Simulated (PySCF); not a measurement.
C8H6O3, SMILES c1(C(=O)O)cccc(c1)C=O (GFN2-xTB optimised geometry):

```
17

O      1.916    -2.860     0.028
C      2.388    -1.754     0.016
C      1.618    -0.501     0.007
C      2.270     0.732    -0.003
C      1.540     1.907    -0.011
C      0.157     1.862    -0.009
C     -0.505     0.634     0.000
C     -1.989     0.634     0.000
O     -2.669     1.629     0.000
O     -2.517    -0.596    -0.001
C      0.225    -0.546     0.009
H      3.486    -1.599     0.011
H      3.351     0.763    -0.005
H      2.048     2.860    -0.018
H     -0.433     2.765    -0.015
H     -3.486    -0.541    -0.001
H     -0.270    -1.505     0.016
```

Method: PBE0/def2-SVP (PySCF).

What are the frontier orbital energies and the dipole moment?

HOMO-2 -8.11 eV, HOMO-1 -7.99 eV, HOMO -7.61 eV, LUMO -2.05 eV, LUMO+1 -1.55 eV; dipole moment 1.89 D.

Meta-Löwdin charges at PBE0/def2-SVP: O1 -0.37, C2 0.26, C3 -0.04, C4 -0.08, C5 -0.11, C6 -0.07, C7 -0.04, C8 0.50, O9 -0.45, O10 -0.43, C11 -0.07, H12 0.06, H13 0.11, H14 0.12, H15 0.13, H16 0.34, H17 0.14.
